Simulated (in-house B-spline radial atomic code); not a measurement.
A fraction x of an electron is removed from 5s in neutral silver, starting from [Kr] 4d10 5s1 and keeping the highest spin. Computed with an all-electron radial atomic-structure program (B-spline basis): scalar-relativistic (X2C) r2SCAN, spin-polarised, spherical fractional occupations, Fermi nucleus of rms radius 4.5454 fm.

```csv
x,E(x) - E(0) (eV),5s up level (eV)
0,0.0000,-4.956
0.04,0.2025,-5.169
0.15,0.8032,-5.755
0.26,1.4695,-6.366
0.46,2.8599,-7.548
0.5,3.1666,-7.784
0.52,3.3234,-7.900
0.72,5.0188,-9.057
0.85,6.2459,-9.823
0.99,7.6791,-10.649
1,7.7859,-
```

The exact functional would give a straight line between the two integer points. Deviations E(x) - E(0) - x[E(1) - E(0)], in eV: -0.109 at x = 0.04, -0.365 at x = 0.15, -0.555 at x = 0.26, -0.722 at x = 0.46, -0.726 at x = 0.5, -0.725 at x = 0.52, -0.587 at x = 0.72, -0.372 at x = 0.85, -0.029 at x = 0.99.

The curve lies below the straight line by up to 0.726 eV (at x = 0.5): convex, the delocalisation error that favours fractional charges.

(1) How well does Slater's transition state (minus the level at half occupation) give the ionisation energy?

## Answers

(1) It gives 7.784 eV against 7.786 eV from the two total energies; NIST lists 7.58 eV, ground level to ground level.
